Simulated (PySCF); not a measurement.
C2H2ClF, SMILES C=C(F)Cl. Coordinates come from a PBE-D3(BJ)/def2-SVP optimisation.

Computed with PBE-D3(BJ)/def2-SVP run with PySCF 2.14.0.

Harmonic wavenumbers (cm⁻¹): 366, 425, 527, 679, 690, 786, 923, 1179, 1328, 1679, 3120, 3236. Rotational constants (GHz): 10.50, 4.975, 3.375; symmetry number 1.

### Question
Work out the zero-point energy and the ideal-gas rigid-rotor harmonic-oscillator thermochemistry at 298.15 K and 1 atm.

### Answer
ZPE = ½ Σ hcν = ½ × 14940 cm⁻¹ = 89.36 kJ/mol. H − E(el) = 102.52 kJ/mol. Entropy in J/(mol K): translation 163.47, rotation 104.66, vibration 15.22, total 283.35. G − E(el) = 18.04 kJ/mol. Cp = 64.23 J/(mol K).
